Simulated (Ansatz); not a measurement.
## Relative stability

The two ends of one reaction step of BH$_{5}$O$_{3}$, singlet (PBE0-D4/def2-TZVP).

A:

```xyz
9
angstrom
B -1.0818 -0.0318 0.2475
H -1.3479 0.6910 -0.6672
O -2.0193 -0.7278 0.9413
O 0.2239 -0.1553 0.6098
H 2.6402 1.1956 -1.1949
O 2.4306 0.2630 -1.2699
H -2.9130 -0.5881 0.6238
H 0.3506 -0.7637 1.3457
H 1.7167 0.1172 -0.6361
```

B:

```
9
angstrom
B 0.2083 -0.5372 0.5417
H -1.0733 2.0131 -1.9890
O -1.1201 -0.2490 0.4196
O 0.6297 -1.4561 1.4605
H -0.3993 1.7476 -1.8018
O 1.1220 0.0941 -0.2568
H -1.2872 0.4104 -0.2581
H -0.0996 -1.8298 1.9596
H 2.0195 -0.1929 -0.0756
```

Ansatz 0.2.0; basis: def2-TZVPP; cores frozen in the correlated methods. B3LYP uses VWN-RPA correlation.

(1) Which structure is lower at CCSD(T), and by how much? (To be estimated.)

The T1 diagnostic stays at or below 0.012.

Answers

(1) The calculation gives: B, by 87.1 kJ/mol (electronic energy, against the other). By their contacts, A is a complex of BH₃O₂ ([OH][BH][OH]) + H₂O and B is a complex of BH₃O₃ ([OH][B]([OH])[OH]) + H₂.

All methods give the same order:

| method | E(B) − E(A) (kJ/mol) |
| --- | --- |
| SPW92 | -88.7 |
| PBE-D4 | -83.7 |
| BLYP-D4 | -85.4 |
| r2SCAN-D4 | -93.4 |
| B97M-V | -93.3 |
| PBE0-D4 | -85.7 |
| B3LYP-D4 | -86.8 |
| r2SCAN0-D4 | -93.0 |
| BHLYP-D4 | -89.1 |
| CAM-B3LYP-D4 | -87.8 |
| wB97X-V | -87.1 |
| wB97M-V | -88.6 |
| B2PLYP | -86.0 |
| PBE-QIDH | -88.0 |
| RPA on PBE | -84.2 |
| HF | -89.5 |
| MP2 | -89.1 |
| CCSD | -86.4 |
| CCSD(T) | -87.1 |

Labels in which every atom is bracketed show which atoms are joined, not bond orders.

For scale, one of the runs: CCSD(T)/def2-TZVPP, 194 basis functions, launched by `ansatz run in.yaml --threads 4 --pin off --events-out ev --progress --plain --max-ram 9574MiB`. Time: 29 s of wall clock on 4 CPU threads of an Intel Xeon Platinum 8259CL; the host was shared. Peak host memory: 2.5 GiB.
